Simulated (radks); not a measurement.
Results of a calculation; reference values are marked as such.
Task: All-electron atom: Se in [Ar] 3d10 4s2 4p3 7f1 (not the ground configuration). Code: a radial shooting solver on a logarithmic mesh with Libxc functionals. Model: scalar-relativistic Kohn-Sham, LDA (Slater exchange, Perdew-Wang correlation), spin-polarised, spherical densities, point nucleus; open shells are filled with parallel spins first. Some entries of the table are withheld. Estimate them.

orbital,occ.,eigenvalue (hartree),<r^2> (bohr^2)
1s up,1,-459.1276,0.002623
1s down,1,-459.1207,0.002623
2s up,1,-59.32904,0.04542
2s down,1,-59.32485,0.04541
2p up,3,-52.28231,0.03592
2p down,3,-52.27616,0.03592
3s up,1,-8.17400,0.3814
3s down,1,-8.16508,0.3808
3p up,3,-5.97100,0.4097
3p down,3,-5.96071,0.4085
3d up,5,(1),0.5008
3d down,5,(2),0.4932
4s up,1,-1.00428,3.451
4s down,1,-0.91512,3.476
4p up,3,-0.58105,5.076
4p down,0,-0.49453,5.387
7f up,1,-0.00851,(3)
7f down,0,-0.00772,(4)

Result: 
(1) 3d up eigenvalue (hartree): -2.32245
(2) 3d down eigenvalue (hartree): -2.30799
(3) 7f up <r^2> (bohr^2): 4269
(4) 7f down <r^2> (bohr^2): 3683
